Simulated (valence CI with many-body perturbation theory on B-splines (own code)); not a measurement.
Ladder of approximations for Co⁴⁺

Level of theory: valence CI with perturbative core correlation (CI+MBPT): five valence electrons over a frozen Dirac-Fock core [Ar], radial functions for each j: 7 s, 7 p, 8 d, 6 f, 4 g, 1 h, with the one-electron correlation potential Σ1, the two-electron term Σ2, the three-electron term Σ3, Breit, model QED; selected CI, second order for the rest, scaled by the run's own slope (own B-spline code, finite nucleus).

Against 24 measured levels this calculation errs by 2284 cm⁻¹ on average and by 7465 at most. These come from a selection out of Sugar and Corliss, J. Phys. Chem. Ref. Data 10, 1097 (1981). Levels without a partner in it may be off by more, other configurations by 1,000 to 8,000 cm⁻¹. Among the levels kept, up to 1500 cm⁻¹ of a level comes from second order outside the variational space, and about a tenth of that is noise between levels of different J, which matters for small intervals. Only levels of the ground parity were solved; by the run's estimate the other parity begins above the list, which can be wrong where configurations are misplaced. 1 measured level below the end of the list, from 60532 cm⁻¹ on, found no clear computed partner, and computed levels of the same name lie up to 9159 cm⁻¹ from them.

Each rung adds one term. CI alone is the Dirac-Coulomb CI over the frozen core; QED comes last and gives the full result, which names the levels. Energies are above 3d⁵ ⁶S_5/2 on the same rung, in eV.

Names give the largest LS component (configuration and term), which can be under half, so a name can repeat, a term be missing and a line seem to break the LS rules; names also repeat where a configuration has a term twice. Letters in brackets count levels of one name in rising energy.

| Level | CI alone | Σ1 | Σ2 | Σ3 | Breit | QED | Full |
| --- | --- | --- | --- | --- | --- | --- | --- |
| 3d⁵ ⁴G_11/2 | 4.607 | +0.0668 | -0.1179 | -0.0505 | -0.0185 | +0.0002 | 4.488 |
| 3d⁵ ⁴G_5/2 | 4.594 | +0.0656 | -0.1178 | -0.0504 | +0.0033 | +0.0002 | 4.495 |
| 3d⁵ ⁴G_9/2 | 4.605 | +0.0668 | -0.1168 | -0.0501 | -0.0104 | +0.0003 | 4.495 |
| 3d⁵ ⁴G_7/2 | 4.601 | +0.0665 | -0.1173 | -0.0498 | -0.0026 | +0.0002 | 4.498 |
| 3d⁵ ⁴P_5/2 | 5.014 | +0.0700 | +0.0630 | -0.0975 | +0.0096 | 0.0000 | 5.059 |
| 3d⁵ ⁴P_3/2 | 5.025 | +0.0715 | +0.0752 | -0.1021 | +0.0068 | +0.0002 | 5.077 |
| 3d⁵ ⁴P_1/2 | 5.037 | +0.0731 | +0.0845 | -0.1043 | +0.0046 | +0.0002 | 5.095 |
| 3d⁵ ⁴D_7/2 | 5.579 | +0.0798 | -0.1498 | -0.0157 | -0.0041 | +0.0003 | 5.490 |
| 3d⁵ ⁴D_1/2 | 5.588 | +0.0814 | -0.1416 | -0.0185 | +0.0037 | +0.0003 | 5.514 |
| 3d⁵ ⁴D_3/2 | 5.597 | +0.0825 | -0.1329 | -0.0201 | -0.0011 | +0.0004 | 5.526 |
| 3d⁵ ⁴D_5/2 | 5.599 | +0.0828 | -0.1225 | -0.0265 | -0.0072 | +0.0005 | 5.526 |
| 3d⁵ ²I_11/2 | 6.669 | +0.0958 | -0.1670 | -0.1052 | -0.0125 | +0.0003 | 6.480 |
| 3d⁵ ²I_13/2 | 6.683 | +0.0974 | -0.1656 | -0.1049 | -0.0267 | +0.0004 | 6.484 |
| 3d⁵ ²D_5/2 [a] | 7.079 | +0.0938 | -0.0103 | -0.1310 | +0.0122 | 0.0000 | 7.044 |
| 3d⁵ ²D_3/2 [a] | 7.170 | +0.1014 | -0.0060 | -0.1303 | +0.0026 | +0.0003 | 7.138 |
| 3d⁵ ²F_7/2 [a] | 7.342 | +0.1075 | +0.0434 | -0.1733 | -0.0039 | +0.0004 | 7.316 |
| 3d⁵ ⁴F_5/2 [a] | 7.419 | +0.1091 | -0.0470 | -0.0428 | +0.0021 | +0.0004 | 7.440 |
| 3d⁵ ⁴F_9/2 | 7.432 | +0.1064 | -0.0388 | -0.0304 | -0.0089 | +0.0004 | 7.461 |
| 3d⁵ ⁴F_7/2 | 7.436 | +0.1080 | -0.0404 | -0.0203 | -0.0029 | +0.0005 | 7.480 |

The middle columns are the shifts that each term adds.

How does the ionisation energy move along the ladder, and which term matters most?

CI alone 73.007, + Σ1 74.485, + Σ2 78.248, + Σ3 78.246, + Breit 78.270, + QED 78.273 eV. The largest step is Σ2, 3.763 eV. NIST lists 79.5 ± 0.2 eV (semi-empirical), further off than its uncertainty and the later steps.
